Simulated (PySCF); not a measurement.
CH7F2NSi2, SMILES NC([SiH2]F)[SiH2]F.

The structure is a stationary point at r2SCAN-D4/def2-SVP. This is a generated structure with no PubChem entry under its InChIKey; it may be hypothetical. Other conformers were not sampled.

The numbers are results of r2SCAN-D4/def2-SVP (PySCF 2.14.0), not measurements.

Frequencies are harmonic and unscaled.

Computed normal modes with their intensities:
```
mode  ν (cm⁻¹)  IR (km/mol)  moving atoms (share of kinetic energy)
----  --------  -----------  --------------------------------------
1           34          2.3         F 54 %, Si 18 %, H 14 %, N 12 %
2           67          1.8                 F 56 %, Si 19 %, H 14 %
3          105          1.3         F 43 %, N 26 %, H 13 %, Si 13 %
4          151          2.0         F 36 %, Si 20 %, N 19 %, H 18 %
5          198          0.5         H 26 %, N 26 %, Si 25 %, F 21 %
6          251         12.7  Si 32 %, H 24 %, N 19 %, F 16 %, C 9 %
7          282         60.8                                  H 90 %
8          398         12.9  Si 46 %, H 22 %, C 14 %, F 11 %, N 8 %
9          544          4.0                 H 55 %, Si 30 %, C 10 %
10         612         34.6                 C 37 %, H 36 %, Si 17 %
11         642         72.9                 H 64 %, Si 17 %, C 11 %
12         728         34.1                                  H 87 %
13         752         18.1                                  H 90 %
14         808         95.2                 H 49 %, C 31 %, Si 11 %
15         837        170.3                          H 75 %, N 14 %
16         848         20.8                 F 47 %, H 29 %, Si 19 %
17         863         34.4                 F 46 %, H 36 %, Si 17 %
18         913        312.5                  H 71 %, Si 17 %, F 9 %
19         928         61.7                 H 58 %, Si 22 %, C 11 %
20         956         84.9                                  H 93 %
21         968        208.9                         H 75 %, Si 18 %
22        1035         90.4                  H 64 %, C 19 %, N 10 %
23        1074         28.8                  C 48 %, H 29 %, N 20 %
24        1122         17.5                          H 81 %, C 16 %
25        1337          3.0                   H 78 %, C 13 %, N 9 %
26        1632         23.7                                  H 93 %
27        2222        114.9                                  H 98 %
28        2231         32.3                                  H 96 %
29        2238        228.7                                  H 97 %
30        2254        119.3                                  H 96 %
31        3015          4.3                                  H 93 %
32        3479          0.9                                  H 96 %
33        3569          6.4                           H 92 %, N 8 %
```
